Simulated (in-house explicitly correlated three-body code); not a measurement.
Computed with an exponentially correlated three-body code. Model: two electrons around a point charge, non-relativistic, variational in 260 exponentially correlated functions (energies converged to about 1e-7 hartree, or 1e-8 relative for large Z).

Command:
```bash
python run_hyl.py task.json out
```
Settings (lengths in bohr, energies in hartree):
```
Z                      4
screening              2
interaction_strength   1
functions              260
states_tried           1
```

Run time, properties included: 9.4 s on 1 thread of Arm Neoverse V2, with other jobs on the host.

**Ground state only, binding against the one-electron ion.**

Given: nuclear charge 4; Yukawa screening of all interactions 2 1/bohr.

Computed: one-electron threshold -2.36987235 hartree.

```tsv
term	energy (hartree)	binding (eV)
1 1S	-3.90397069	41.745
```

**Converged states only, values per electron or pair (inverse distances are <exp(-kr)/r>).**

| term | mean r (bohr) | mean r squared (bohr²) | mean inverse r (1/bohr) | mean r12 (bohr) | mean inverse r12 (1/bohr) | mean cosine | mean p1 dot p2 (bohr⁻²) | delta r1 (bohr⁻³) | delta r12 (bohr⁻³) |
| --- | --- | --- | --- | --- | --- | --- | --- | --- | --- |
| 1 1S | 0.51053 | 0.3713 | 1.8499 | 0.76782 | 0.72889 | -0.025513 | 0.23314 | 12.778 | 0.94186 |

**Static dipole response.**

| state | polarisability (bohr³) |
| --- | --- |
| 1 1S | 0.15292 |
